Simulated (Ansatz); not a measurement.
Saddle point of BSiH$_{5}$Cl$_{2}$O, singlet (BSiH₃Cl₂ ([SiH3][B]([Cl])[Cl]) + H₂O → BHCl₂O ([OH][B]([Cl])[Cl]) + SiH₄; bonds formed: Si2–H5; dative contacts that become bonds: B1–O6; bonds broken: B1–Si2, H5–O6), PBE0-D4/def2-TZVP structure:

```tsv
atom	x (Å)	y (Å)	z (Å)
B1	-0.3461	-0.8543	0.1413
Si2	1.0246	0.8765	-0.1162
Cl3	-0.4241	-1.6378	-1.4825
Cl4	0.3841	-1.7840	1.4810
H5	-0.7963	0.4999	0.2505
O6	-1.7186	-0.2631	0.5347
H7	0.6771	1.8512	-1.1879
H8	1.3360	1.6044	1.1410
H9	2.1838	0.0627	-0.5452
H10	-2.3207	-0.3557	-0.2167
```

Energies are electronic, without zero-point energy. Barriers and step energies count from the start structure reached by relaxing down the imaginary mode; all methods use the PBE0-D4 structures, on which another method's saddle can fall below an end. Computed with Ansatz 0.2.0 (basis: def2-TZVPP, with def2-QZVPP for the basis limit); correlated methods freeze the cores. B3LYP uses VWN-RPA correlation. Extrapolation: Hartree–Fock as exp(−7.88 √X), correlation as X^−2.97.

```json
{"method": "SPW92", "barrier (eV)": "0.864", "step energy (eV)": "-0.792"}
{"method": "PBE-D4", "barrier (eV)": "0.975", "step energy (eV)": "-1.044"}
{"method": "BLYP-D4", "barrier (eV)": "1.116", "step energy (eV)": "-1.274"}
{"method": "r2SCAN-D4", "barrier (eV)": "1.081", "step energy (eV)": "-1.172"}
{"method": "B97M-V", "barrier (eV)": "?", "step energy (eV)": "-1.273"}
{"method": "PBE0-D4", "barrier (eV)": "1.163", "step energy (eV)": "-1.059"}
{"method": "B3LYP-D4", "barrier (eV)": "1.256", "step energy (eV)": "-1.273"}
{"method": "r2SCAN0-D4", "barrier (eV)": "1.225", "step energy (eV)": "-1.158"}
{"method": "BHLYP-D4", "barrier (eV)": "1.481", "step energy (eV)": "-1.304"}
{"method": "CAM-B3LYP-D4", "barrier (eV)": "1.324", "step energy (eV)": "-1.269"}
{"method": "wB97X-V", "barrier (eV)": "1.308", "step energy (eV)": "-1.172"}
{"method": "wB97M-V", "barrier (eV)": "?", "step energy (eV)": "-1.193"}
{"method": "B2PLYP", "barrier (eV)": "1.285", "step energy (eV)": "-1.305"}
{"method": "PBE-QIDH", "barrier (eV)": "1.278", "step energy (eV)": "-1.111"}
{"method": "RPA on PBE", "barrier (eV)": "1.278", "step energy (eV)": "-1.272"}
{"method": "HF", "barrier (eV)": "?", "step energy (eV)": "-1.663"}
{"method": "MP2", "barrier (eV)": "1.240", "step energy (eV)": "-1.194"}
{"method": "CCSD", "barrier (eV)": "1.421", "step energy (eV)": "-1.274"}
{"method": "CCSD(T)", "barrier (eV)": "1.320", "step energy (eV)": "-1.217"}
```

Fill in the withheld barriers. (An estimate is asked for; the value comes from the calculation.)

The calculation gives: HF 1.872; B97M-V 1.187; wB97M-V 1.290 eV. Each is the energy of the saddle less that of the start structure, by the same method.

For comparison, the barrier by CCSD(T) at an estimated basis limit (MP2 extrapolated from triple and quadruple zeta, plus CCSD(T) − MP2 in triple zeta) is 1.333 eV.

No T1 diagnostic of these runs exceeds 0.012.

Labels in which every atom is bracketed show which atoms are joined, not bond orders.

For scale, one of the runs: CCSD(T)/def2-TZVPP, 258 basis functions, launched by `ansatz run in.yaml --threads 8 --pin off --events-out ev --progress --plain --max-ram 19148MiB`. The run took 75 s on 8 CPU threads of an Intel Xeon Platinum 8175M (shared host), with 5.6 GiB of host memory at its peak.
